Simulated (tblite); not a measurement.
C$_{2}$H$_{6}$AlF, charge -1, doublet, at a GFN2-xTB geometry (such geometries of metal compounds can be far from the true shape) (a state made from the parent by changing its charge; the spin is typed, not shown lowest); GFN1-xTB in tblite.

Here is a job for tblite.
```
$ tblite run mol.xyz --method gfn1 --charge -1 --spin 1 --efield 0,0,0.1 --json tblite.json --no-restart

# file mol.xyz
10

Al    -0.26743447    -0.38986576    -0.34817249
C      1.80861426    -0.08224615    -0.55462333
H      2.38561298    -0.95346930    -0.21363024
H      2.22508040     0.78088337    -0.01524576
H      2.09037588     0.06333279    -1.60829854
C     -0.57458685    -0.49181827     1.73572816
H     -1.64201132    -0.60327691     1.97885445
H     -0.22780708     0.37419314     2.31804546
H     -0.07905531    -1.36697989     2.17918314
F     -0.96441243     1.13532868    -0.79992168
```

Q: What does tblite print? Leave out banner, timings and long lists.

A: 
```
xTB calculator
 | screened Coulomb repulsion
 | Coulomb electrostatics
 |  * isotropic Klopman-Ohno-Mataga-Nishimoto electrostatics
 |  * onsite third-order electrostatics
 | DFT-D3(BJ) dispersion correction
 | Interactions (1)
 | [1] electric field

halogen bonding energy    0.0000000000000E+00 Eh
repulsion energy          1.0224390128864E-01 Eh
dispersion energy        -2.3622302358978E-03 Eh
interaction energy        0.0000000000000E+00 Eh
number of electrons       2.5000000000000E+01 e
integral cutoff           4.0000000000000E+01 bohr

------------------------------------------------------------
  cycle        total energy    energy error   density error
------------------------------------------------------------
      1     -14.08920477989  -1.4189086E+01   3.5043907E-01
      2     -14.12577941328  -3.6574633E-02   2.0701555E-01
      3     -14.12796090012  -2.1814868E-03   6.2029207E-02
      4     -14.12872767442  -7.6677430E-04   7.2910985E-03
      5     -14.12879847826  -7.0803844E-05   1.6918890E-03
      6     -14.12880029099  -1.8127301E-06   5.0913719E-04
      7     -14.12880048222  -1.9122906E-07   8.0505040E-05
      8     -14.12880049315  -1.0929060E-08   3.5853733E-05
      9     -14.12880049542  -2.2643363E-09   6.7018313E-06
------------------------------------------------------------

electronic energy        -1.4228682166470E+01 Eh
total energy             -1.4128800495417E+01 Eh

Post processing:
 | Mayer-Wiberg bond orders

[Info] JSON dump of results written to 'tblite.json'
```
